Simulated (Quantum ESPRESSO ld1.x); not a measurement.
The numbers below are computed, except where a source is named.
The nuclear charge of the nitrogen ion N+ is varied continuously with 6 electrons held in [He] 2s2 2p2. Code: ld1.x of Quantum ESPRESSO 7.5. Model: Dirac Kohn-Sham, PBE, spin-unpolarised, spherical densities, point nucleus; open shells fill j = l - 1/2 first. By the Hellmann-Feynman theorem dE/dZ = E(electron-nucleus)/Z, the electronic potential at the nucleus.

Z    E (hartree)  E(electron-nucleus)/Z (hartree)   HOMO  e(HOMO) (eV)  <r> HOMO (bohr)
6        -37.765                         -14.6754  2p1/2        -5.288            1.799
6.2      -40.761                         -15.2818  2p1/2        -7.776            1.657
6.4      -43.878                         -15.8874  2p1/2       -10.567            1.538
6.6      -47.116                         -16.4925  2p1/2       -13.654            1.438
6.8      -50.475                         -17.0971  2p1/2       -17.032            1.351
7        -53.955                         -17.7015  2p1/2       -20.697            1.275
7.2      -57.556                         -18.3056  2p1/2       -24.647            1.208
7.4      -61.277                         -18.9097  2p1/2       -28.880            1.148
7.6      -65.119                         -19.5136  2p1/2       -33.394            1.095
7.8      -69.083                         -20.1175  2p1/2       -38.189            1.046
8        -73.166                         -20.7215  2p1/2       -43.263            1.001

The central difference of E at Z = 7 is -17.701 hartree, to compare with the third column; the second derivative is -3.02 hartree.
